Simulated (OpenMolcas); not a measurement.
# Ce3+: ligand-field states by method

Ce3+ with its 8 nearest fluoride ions at 2.534 Å, on the Ba site of BaF2 (a = 6.2001 Å, distance in the model lattice 2.685 Å). The rest of the host is ab initio model potentials to 7.6 Å and point charges beyond; the distance is set by hand and nothing relaxes, and no local charge compensation is placed. Ligand basis ANO-RCC-VDZP.
```
Ce    0.0000    0.0000    0.0000
F     1.4630    1.4630    1.4630
F     1.4630    1.4630   -1.4630
F     1.4630   -1.4630    1.4630
F     1.4630   -1.4630   -1.4630
F    -1.4630    1.4630    1.4630
F    -1.4630    1.4630   -1.4630
F    -1.4630   -1.4630    1.4630
F    -1.4630   -1.4630   -1.4630
```

| Item | Value |
| --- | --- |
| Program | OpenMolcas 26.06 |
| Basis | ANO-RCC-VDZP [7s6p4d2f1g] |
| Scalar Hamiltonian | DKH2, point nucleus |
| Active space | 1 electron in 12 orbitals (RAS2 4f; RAS3 5d, at most 1 electron) |
| State averaging | 2S+1 = 2 odd, 7 roots; 2S+1 = 2 even, 5 roots |
| Spin-orbit coupling | state interaction with AMFI integrals over the reference wave functions |

I. RASSCF
II. SS-RASPT2, IPEA 0.25 Eh, imaginary shift 0.1 Eh (closed shells correlated: 5s 5p and the ligand valence shells)

Spin-free states (labels of O, the rotations of Oh) in cm-1, each column counted from its own energy of the first state listed:

```csv
State,Degeneracy,I,II
2T2 u,3,0,0
2T1 u,3,16,30
2A2 u,1,1247,1730
2E g,2,34835,32930
2T2 g,3,51400,48550
```

With spin-orbit coupling the lowest J multiplet is 375 (I), 457 (II) cm-1 wide, a factor of 1.22 from I to II.

χT at 300 K: I 0.72, II 0.69 cm3 K/mol.

Roots that are degenerate in the reference are averaged as groups; the widest CASPT2 spread within a group is 24 cm-1 (the 3-fold group of multiplicity 2 near 48500 cm-1 above the lowest state of its run, II). Shifts and gaps below about the spread of the groups concerned are not significant. Over all roots computed the reference weight is 0.68 in II; a low but even weight reflects the number of correlated electrons. Spin-orbit coupling mixes the spin-free states strongly: the lowest level takes only 64 % from its leading state, 2T1, which lies 16 cm-1 above the lowest spin-free state (figures for I; the like holds for II). Without dynamic correlation the f → d energies are rough (holds for I). Splittings of an f shell from a small cluster at a set distance can be off by tens of per cent, mostly too small (holds for II). No measured value stands beside these numbers; the geometry was set by hand and not optimised.
